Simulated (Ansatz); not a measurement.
Molecule (SMILES): [N]=C=O, doublet.
Atoms: N1, C2, O3. Bonds: N1-C2, C2-O3.

Basis-set convergence of the harmonic zero-point energy at HF with Ansatz (a program for electronic structure). Each level at its own minimum, finite differences of forces, unscaled; the reference is a large set that could be run, not a limit. Cartesian d functions, on some or all atoms, in 6-31+G*; all else is spherical. The program fits the integrals of some runs and decomposes those of others, by size. Open shells are unrestricted. No added dispersion term, no relativity. Reference: the value in def2-QZVPP, 6.69 kcal/mol. Deviations are taken from unrounded values.

| basis | functions | harmonic zero-point energy (kcal/mol) | minus reference (kcal/mol) |
|---|---|---|---|
| cc-pVDZ | 42 | 6.60 | -0.09 |
| 6-311G** | 54 | 6.62 | -0.06 |
| 6-31+G* | 57 | 6.50 | -0.19 |
| 6-311+G** | 66 | 6.62 | -0.07 |
| aug-cc-pVDZ | 69 | 6.61 | -0.08 |
| 6-311++G(2d,2p) | 81 | 6.65 | -0.04 |
| def2-TZVPPD | 114 | 6.69 | 0.00 |
| jun-cc-pV(T+d)Z | 117 | 6.68 | -0.01 |
| cc-pCVTZ | 129 | 6.68 | -0.01 |
